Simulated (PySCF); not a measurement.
Computed IR spectrum (relative IR intensity) of a molecule C4H5FSi. The structure is a stationary point at PBE-D3(BJ)/def2-SVP. Other conformers were not sampled. All values below come from PBE-D3(BJ)/def2-SVP (PySCF). Frequencies are harmonic and unscaled.

Lines under 2 % of the strongest are left out, and lines within 2 cm⁻¹ are merged.

ν (cm⁻¹): 202 (vw), 623 (w), 633 (m), 654 (w), 719 (w), 723 (m), 832 (w), 887 (vs), 921 (m), 952 (m), 1308 (vw), 1584 (w), 2177 (m), 2182 (m), 3405 (m) (against the strongest line: vs over 80 %, s over 45 %, m over 15 %, w over 4 %, vw less)

**Question.** Which molecule gave these data?
(A) C#C[SiH2]C(=C)F
(B) C=C(F)C#C[SiH3]
(C) C#C/C=C\[SiH2]F
(D) C#C/C(F)=C/[SiH3]

**Answer.** C, C#C/C=C\[SiH2]F
